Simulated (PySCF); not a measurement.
**Gd⁺ (gadolinium, charge +1) across methods**

[Xe] 4f7 5d1 6s1, high-spin 10D determinant. Computed with PySCF 2.14 in x2c-TZVPPall (11s7p7d4f2g, 113 functions), with the spin-free X2C one-electron Hamiltonian (Gaussian nucleus).

```json
{"method": "UHF", "E (hartree)": "-11266.58705", "mean ε 4f α (eV)": "-28.961", "mean ε 5d α (eV)": "-12.951", "mean ε 6s α (eV)": "-11.472", "Σ⟨r²⟩ (bohr²)": "59.57", "⟨S²⟩": "24.755"}
{"method": "PBE0", "E (hartree)": "-11270.27", "mean ε 4f α (eV)": "-20.093", "mean ε 5d α (eV)": "-10.323", "mean ε 6s α (eV)": "-10.289", "Σ⟨r²⟩ (bohr²)": "58.71", "⟨S²⟩": "24.753"}
{"method": "PBE", "E (hartree)": "-11270.32", "mean ε 4f α (eV)": "-16.949", "mean ε 5d α (eV)": "-9.252", "mean ε 6s α (eV)": "-9.764", "Σ⟨r²⟩ (bohr²)": "58.74", "⟨S²⟩": "24.752"}
{"method": "LDA", "E (hartree)": "-11262.20", "mean ε 4f α (eV)": "-17.184", "mean ε 5d α (eV)": "-9.247", "mean ε 6s α (eV)": "-10.000", "Σ⟨r²⟩ (bohr²)": "58.45", "⟨S²⟩": "24.752"}
{"method": "r2SCAN", "E (hartree)": "-11270.63", "mean ε 4f α (eV)": "-17.082", "mean ε 5d α (eV)": "-9.418", "mean ε 6s α (eV)": "-9.722", "Σ⟨r²⟩ (bohr²)": "58.01", "⟨S²⟩": "24.755"}
```

Spin-orbit coupling, absent here, splits the open shell strongly.
